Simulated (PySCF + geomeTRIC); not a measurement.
Species: C₂HNO, SMILES `N#CC=O` (charge 0, multiplicity 1).

**Question.** Give a relaxed geometry from B3LYP-D3(BJ)/def2-TZVP (PySCF + geomeTRIC).

**Answer.** the end point of this relaxation (outside a Z-matrix the atoms follow the SMILES, hydrogens last).
Bond lengths (Å): N1–C2 1.151, C2–C3 1.468, C3–O4 1.199, C3–H5 1.102. Bond angles (°): N1–C2–C3 177.8, C2–C3–O4 122.5, C2–C3–H5 114.1, O4–C3–H5 123.3.
